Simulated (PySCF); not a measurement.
**F²⁺: ionisation energy**

F²⁺ [He] 2s2 2p3 (4S) → F³⁺ [He] 2s2 2p2 (3P), as a difference of total energies. Computed with PySCF 2.14 in dyall-av2z, with the non-relativistic Hamiltonian (point nucleus). Correlated levels: valence: 1s2 frozen; virtual orbitals above 40 to 60 times the deepest correlated orbital energy dropped. The calculations carry no spin-orbit coupling.

```
           method  ionisation energy (eV)
              UHF                  62.268
              LDA                  63.189
              PBE                  62.861
             PBE0                  62.940
           r2SCAN                  63.186
            M06-L                  63.126
        BHandHLYP                  62.826
            wB97X                  62.706
             MN15                  62.828
    MP2 (valence)                  62.709
SCS-MP2 (valence)                  62.475
```

Question: How much does correlation contribute at MP2 (valence)?

Answer: 62.709 − (62.268) = 0.441 eV, measured against UHF.

A first-order spin-orbit estimate (lowest level to lowest level, LS coupling) adds -0.053 eV.

Errors of the correlated levels include the incompleteness of this basis and the frozen core.

For comparison: 62.708 eV (semi-empirical (NIST evaluation); NIST Atomic Spectra Database, ionization energies).
